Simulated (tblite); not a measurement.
Species: C₇H₁₃NP (charge +1).
Numbering: `[CH3:1][CH2:2][P+:3]1([NH:4][CH3:5])[CH:6]=[CH:7][CH:8]=[CH:9]1` (hydrogens: H10, H11, H12 on C1; H13, H14 on C2; H15 on N4; H16, H17, H18 on C5; H19 on C6; H20 on C7; H21 on C8; H22 on C9)

Geometry (GFN2-xTB, Å), atoms numbered from 1 in this order:
```
atom  x, y, z in Å
C1     2.4568    1.0723    0.3575
C2     1.9263   -0.3184    0.0289
P3     0.1109   -0.3253   -0.0772
N4    -0.3297   -1.8237   -0.5977
C5    -1.7418   -2.1523   -0.7959
C6    -0.6967    0.3694    1.3896
C7    -1.3603    1.4713    1.0175
C8    -1.2822    1.7990   -0.4069
C9    -0.5746    0.9422   -1.1552
H10    3.5423    1.0464    0.4143
H11    2.0764    1.4224    1.3148
H12    2.1756    1.7902   -0.4098
H13    2.2188   -1.0398    0.7978
H14    2.2975   -0.6703   -0.9386
H15    0.2080   -2.5947   -0.2143
H16   -2.2523   -2.4123    0.1329
H17   -1.8058   -2.9958   -1.4812
H18   -2.2429   -1.2966   -1.2464
H19   -0.6312   -0.0348    2.3841
H20   -1.9261    2.0952    1.6902
H21   -1.7849    2.6706   -0.7933
H22   -0.3945    1.0043   -2.2136
```

All values are computed: GFN2-xTB (tblite) harmonic vibrations without scaling, gas phase. Errors from tens to a few hundred cm⁻¹ against measured bands are possible. One conformer, not necessarily the lowest.

Harmonic wavenumbers (cm⁻¹): 57.7, 84.5, 87.9, 118.1, 145.3, 150.5, 208.7, 248.1, 267.3, 311.4, 425.1, 450.5, 472.0, 527.4, 655.0, 707.1, 732.7, 740.0, 760.7, 803.5, 845.7, 867.9, 891.0, 904.7, 976.1, 986.2, 1003.6, 1047.2, 1066.3, 1069.3, 1074.8, 1087.7, 1106.5, 1190.2, 1205.7, 1225.6, 1274.0, 1282.6, 1391.4, 1410.6, 1419.1, 1460.2, 1468.1, 1478.5, 1479.4, 1529.4, 1603.7, 2936.9, 2940.5, 2987.7, 3026.2, 3032.4, 3040.1, 3043.1, 3055.4, 3106.5, 3111.1, 3122.1, 3123.3, 3339.1.

A = 1684, B = 1394, C = 979.5 MHz; mass 142.079 u (most abundant isotopes); point group C1, symmetry number 1.

Question: Zero-point energy?

Answer: ½Σν̃ = 40082 cm⁻¹ = 479.48 kJ/mol.

Question: Give the ideal-gas entropy at 200 K and 1 bar in the rigid-rotor, harmonic-oscillator model (classical rotation).

Answer: Translation 162.37, rotation 117.72, vibration 92.03: S = 372.1 J/(mol K).

Question: And Cp and H(200 K) − H(0)?

Answer: Cp = 132.35 J/(mol K), of which vibrations give 99.09 (their classical limit is 60 R = 498.9); H(200 K) − H(0) = 16.87 kJ/mol without the zero-point energy, 10.21 from vibrations.

Question: Which modes carry the vibrational entropy at 200 K?

Answer: 57.7 cm⁻¹: 15.68; 84.5 cm⁻¹: 12.58; 87.9 cm⁻¹: 12.26; 118.1 cm⁻¹: 9.92; 145.3 cm⁻¹: 8.31; 150.5 cm⁻¹: 8.05 J/(mol K); the other 54 give 25.22 together.

Question: What must be added to the electronic energy to get the Gibbs energy at 200 K and 1 bar?

Answer: ZPE + [H(200 K) − H(0)] − T·S = 479.48 + 16.87 − 74.42 = 421.93 kJ/mol.

Question: How do the functions run with temperature in this model?

Answer: 
```csv
T (K),S (J/(mol K)),Cp (J/(mol K)),H − H(0) (kJ/mol),G − H(0) (kJ/mol),ln q(vib)
50,247.0,59.3,2.12,-10.22,0.45
100,297.5,87.9,5.85,-23.90,1.83
298.15,433.9,181.0,32.21,-97.15,7.91
373.15,478.5,218.1,47.19,-131.38,10.16
500,550.2,272.3,78.43,-196.68,13.96
750,675.9,346.7,156.52,-350.38,21.21
1000,782.7,395.3,249.66,-533.05,27.99
```

q(vib) and H(0) count from the zero-point level.

Hindered rotation and anharmonicity are outside this model. Other conformers, if any are populated, would add a mixing term that is left out. The structure is chiral; the term R ln 2 for an equal mix with its mirror image is left out.
